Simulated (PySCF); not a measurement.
**Ionisation energy of Eu⁵¹⁺ by level of theory**

Eu⁵¹⁺ [Ne] 3s2 (1S) → Eu⁵²⁺ [Ne] 3s1 (2S), as a difference of total energies. Computed with PySCF 2.14 in an even-tempered Gaussian basis (17 s from 12 bohr⁻², ratio 2.5; 12 p from 16 bohr⁻², ratio 2.5; 4 d from 58 bohr⁻², ratio 2.7; 4 f from 87 bohr⁻², ratio 2.7), with scalar relativity by spin-free X2C-1e. Correlated levels: outer shells: 1s2 frozen; virtual orbitals above 40 to 60 times the deepest correlated orbital energy dropped. The calculations carry no spin-orbit coupling.

```tsv
method	ionisation energy (eV)
UHF	4731.0
LDA	4735.6
PBE	4738.9
PBE0	4737.2
r2SCAN	4730.6
revPBE	4737.9
M06	4734.7
MP2 (outer shells)	4734.4
SCS-MP2 (outer shells)	4734.9
```

How much does correlation contribute at MP2 (outer shells)?

4734.4 − (4731.0) = 3.4 eV, measured against UHF.

Breit and QED terms and the two-electron picture change are absent.

For comparison: 4729 ± 4 eV (theoretical estimate listed by NIST; NIST Atomic Spectra Database, ionization energies).
